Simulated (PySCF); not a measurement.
## Cobalt: a sound run and one with changed settings

Sound run: Co⁺ [Ar] 3d8, Co²⁺ [Ar] 3d7. All numbers are calculated (PySCF 2.14, the non-relativistic Hamiltonian (point nucleus), in cc-pVDZ (6s5p3d1f, 43 functions)). In the sound run the correlated levels freeze [Ar]. The sound run starts from symmetry-adapted Hartree-Fock orbitals and uses a fine grid where one is needed.

Changed run: the spin-free X2C one-electron Hamiltonian (Gaussian nucleus). This setting is unsound on purpose.

```tsv
species	method	sound run (hartree)	changed run (hartree)	converged
Co⁺	UHF	-1381.13483	-1389.69255	yes
Co⁺	LDA	-1379.87338	-1388.42657	yes
Co⁺	M06-L	-1382.41700	-1390.97513	yes
Co⁺	MP2	-1381.37266	-1389.93210	yes
Co²⁺	UHF	-1380.60581	-1389.16976	yes
Co²⁺	LDA	-1379.20476	-1387.76307	yes
Co²⁺	M06-L	-1381.78265	-1390.34629	yes
Co²⁺	MP2	-1380.75418	-1389.31891	yes
```

Ionisation energy of Co⁺:

```tsv
method	sound run (eV)	changed run (eV)
UHF	14.395	14.226
LDA	18.194	18.055
M06-L	17.262	17.112
MP2	16.830	16.686
SCS-MP2	16.687	16.541
```

Most of the change in total energy is the relativistic energy itself. On top of that the contraction fixes the core shape for the Hamiltonian it was made with, so the changed run is not a good calculation with the other Hamiltonian either.

For comparison, NIST gives 17.084 eV between the lowest levels.
